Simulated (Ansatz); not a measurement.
F (SMILES [F]), doublet; Ansatz (a quantum-chemistry and plane-wave program) with PBE/aug-cc-pVDZ.

Here is a job for Ansatz.
Ansatz 0.2 input:
```yaml
crystal:
  periodic: [false, false, false]
  atoms:
    - {symbol: F, position_ang: [0.00000000, 0.00000000, 0.00000000]}
basis:
  gaussian:
    orbitals: aug-cc-pVDZ
    fitting: {mean_field: def2-universal-JKFIT}
hamiltonian:
  xc: pbe
magnetization: {spin_polarized: true, initial_magnetization: 1}
```

Write the output that Ansatz gives for this input, abridged.


```
Functional definition: PBE
77 factors; integrals over basis functions are off by at most 2.3e-1 eV
mean field evaluation 1: about -2711.2252 eV, gradient 5.7e0 eV
mean field evaluation 2: about -2711.2444 eV, gradient 5.0e0 eV
mean field evaluation 4: about -2711.3227 eV, gradient 8.8e-3 eV
mean field evaluation 8: about -2711.3227 eV, gradient 6.9e-6 eV
mean field evaluation 16: about -2711.1532 eV, gradient 7.3e0 eV
mean field -2711.32273448 eV, -99.6392726916 hartree, gradient 7.0e-6 eV, S^2 0.751260; 2 other end points of the search recorded, 0 dependent functions left out
reference -2711.32276233 eV, -99.6392737152 hartree; 5, 4 occupied and 18, 19 virtual orbitals, 77 factors
Total energy: -2711.32276233 eV, -99.6392737152 hartree
```
